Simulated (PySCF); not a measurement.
An equivalent PySCF input for As⁻ (arsenic, charge -1), [Ar] 3d10 4s2 4p4, high-spin 3P determinant, with a scalar-relativistic core potential:

```python
from pyscf import gto, scf, dft, mp, cc
import basis_set_exchange as bse
txt = bse.get_basis("aug-cc-pVDZ-PP", elements=["As"], fmt="nwchem", header=False)
cut = txt.index("\nECP")
mol = gto.M(atom="As 0 0 0", charge=-1, spin=2, symmetry="D2h",
            basis=gto.basis.parse(txt[:cut]),
            ecp={"As": gto.basis.parse_ecp(txt[cut:])})
mf = dft.UKS(mol, xc="WB97M_V")
mf.irrep_nelec = {'Ag': (4, 4), 'B1g': (1, 1), 'B2g': (1, 1), 'B3g': (1, 1), 'B1u': (2, 1), 'B2u': (2, 2), 'B3u': (2, 1)}
mf.kernel()
```

It reaches the same state as the run whose output follows, with an energy that differs only through the grid. The run itself started from symmetry-adapted Hartree-Fock orbitals and held the occupation by maximum overlap, on a logarithmic radial grid, so the iterations belong to that start.

```
SCF conv_tol = 1e-09
number electrons alpha = 13  beta = 11
XC functionals = WB97M_V
    N. Mardirossian and M. Head-Gordon.,  J. Chem. Phys. 144, 214110 (2016)
NLC functional = WB97M_V
cycle= 1 E= -332.23635935973  delta_E= -0.00572  |g|= 0.0207  |ddm|= 0.248
cycle= 2 E= -332.236737343962  delta_E= -0.000378  |g|= 0.00663  |ddm|= 0.0621
cycle= 3 E= -332.236812608983  delta_E= -7.53e-05  |g|= 0.00299  |ddm|= 0.0202
cycle= 4 E= -332.236853158297  delta_E= -4.05e-05  |g|= 0.0013  |ddm|= 0.0218
cycle= 5 E= -332.236859703142  delta_E= -6.54e-06  |g|= 0.000358  |ddm|= 0.0102
cycle= 6 E= -332.236860363491  delta_E= -6.6e-07  |g|= 2.48e-05  |ddm|= 0.00431
cycle= 7 E= -332.236860365246  delta_E= -1.76e-09  |g|= 5.59e-06  |ddm|= 0.000159
cycle= 8 E= -332.236860365418  delta_E= -1.73e-10  |g|= 1.38e-06  |ddm|= 4.88e-05
converged SCF energy = -332.236860365418  <S^2> = 2.007065  2S+1 = 3.0047063
```

Energies and moments cover only the electrons outside the core potential.
